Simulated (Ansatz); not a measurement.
`N#[C][Ga]([Cl])[Cl]` + SiH₄ → `[SiH3][Ga]([Cl])[Cl]` + `C#N`  (formal exchange of groups at a Ga–C bond)

Calculated with Ansatz (gas phase, PBE0-D4/def2-TZVP geometries, no zero-point term in ΔE). CCSD(T)/CBS is the MP2 limit (def2-TZVPP, def2-QZVPP) plus CCSD(T) − MP2 in def2-TZVPP, frozen cores. This one scheme is used for every species. Functionals use def2-TZVPP. For Ga outer-core shells are correlated without core-valence functions, which leaves a few kJ/mol of doubt a bond. Scalar relativity is left out up to krypton.

(1) Is it downhill or uphill in electronic energy at CCSD(T)/CBS, and by how much? (An estimate is asked.)

(2) What do these levels give: ωB97X-V, ωB97M-V, CCSD/def2-SVP, HF/def2-TZVPP, CCSD/def2-TZVPP, MP2/CBS(def2)? (An estimate is asked.)

Largest T1 diagnostic among the species: 0.014.

## Answers

(1) Ansatz gave: Downhill: ΔE = -3.9 kJ/mol.

(2) The calculation gave: ωB97X-V -1.0, ωB97M-V -2.0, CCSD/def2-SVP 10.4, HF/def2-TZVPP 14.4, CCSD/def2-TZVPP 5.7, MP2/CBS(def2) 0.2 kJ/mol.

In def2-TZVPP, CCSD(T) changes the Hartree–Fock value by −9.1 kJ/mol (the triples alone add −0.3 kJ/mol) and MP2 by −5.0 kJ/mol. Leaving LDA and LC-ωPBE aside and taking each functional with its dispersion term where it has one, the values, not all of them listed here, spread over 18.3 kJ/mol, from PBE-D4 to B2PLYP. From BLYP to BHLYP (50 % exact exchange), in def2-TZVPP and without D4, ΔE moves by +10.4 kJ/mol.
